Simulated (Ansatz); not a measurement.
Ansatz (a quantum-chemistry and plane-wave program) input:
A basis named .json is the Basis Set Exchange file of that set.

Ansatz 0.2 input:
```yaml
crystal:
  periodic: [false, false, false]
  atoms:
    - {symbol: Si, position_ang: [-0.74371242, -0.15116740, -0.42968688]}
    - {symbol: C, position_ang: [-2.03954079, 1.09506329, -1.04453355]}
    - {symbol: C, position_ang: [-1.33039214, -0.86899610, 1.20515950]}
    - {symbol: N, position_ang: [0.77737378, 0.58103867, -0.27519270]}
    - {symbol: Si, position_ang: [2.31508204, -0.17003102, 0.44341907]}
    - {symbol: H, position_ang: [-0.81527723, -1.28358912, -1.41919376]}
    - {symbol: H, position_ang: [-3.01645314, 0.62096179, -1.18111045]}
    - {symbol: H, position_ang: [-1.74356362, 1.52610553, -2.00553866]}
    - {symbol: H, position_ang: [-2.15510183, 1.91597253, -0.33143391]}
    - {symbol: H, position_ang: [-2.27357595, -1.41113421, 1.08619775]}
    - {symbol: H, position_ang: [-0.57314040, -1.55206745, 1.59276722]}
    - {symbol: H, position_ang: [-1.46964826, -0.07651259, 1.94514050]}
    - {symbol: H, position_ang: [0.98517361, 1.33087599, -0.91587018]}
    - {symbol: H, position_ang: [1.82225486, -0.34569699, 1.89679918]}
    - {symbol: H, position_ang: [2.01813857, -1.65181168, 0.10258508]}
basis:
  gaussian:
    orbitals: aug-cc-pV_D+d_Z.json
total_charge: -1
magnetization: {spin_polarized: false}
correlation: {method: ccsd_t, electrons: outside_noble_gas}
output: {forces: true}
```

What final total energy does it print?

-714.75476 Eh (CCSD(T)/aug-cc-pV(D+d)Z). The basis has 223 functions.

It need not be the lowest isomer of its formula. Whether it binds its extra electron was not tested at this geometry.
